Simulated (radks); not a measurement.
Neutral bismuth inside a hard spherical wall (all orbitals vanish at R), configuration held at [Hg] 6p3 and not refilled when levels cross. Calculated with a radial shooting solver on a logarithmic mesh with Libxc functionals: scalar-relativistic Kohn-Sham, LDA (Slater exchange, VWN5 correlation), spin-polarised, spherical densities, finite nucleus; open shells are filled with parallel spins first (spin-orbit coupling, left out, can overturn this in heavy ions); Fermi nuclear charge, rms radius 5.5211 fm. Eigenvalues in eV for spin up, with the zero of energy where the potential of the charges vanishes at infinity; a dash marks a level that is unbound or too diffuse for the functional's potential to be trusted. A positive occupied level is held by the wall or, in an anion where self-interaction has pushed it up, behind a barrier. The pressure on the wall is -dE/dV.

R (bohr)  E (hartree)  kinetic (hartree)    e(5p)    e(5d)    e(6s)   e(6p)  e(7s, empty)  e(6d, empty)  pressure (GPa)
free      -21512.9104          24375.419  -95.822  -27.152  -15.166  -5.272        -0.724             -               0
15        -21512.9104          24375.419  -95.822  -27.152  -15.166  -5.272        -0.682         0.873        < 0.0001
8         -21512.9065          24375.452  -95.606  -26.940  -14.989  -5.096         0.954         2.543           0.172
5         -21512.7545          24376.284  -92.760  -24.215  -12.750  -2.213        12.827        10.003            18.8
4         -21512.3084          24378.342  -88.644  -20.374   -9.036   3.151        31.018        20.435             126
2         -21491.6849          24456.185  -34.735   35.256   85.935  125.94        320.74        187.05           29100
1.5       -21435.2615          24640.698   43.179   128.92   286.72  356.70        766.22        447.11          233000
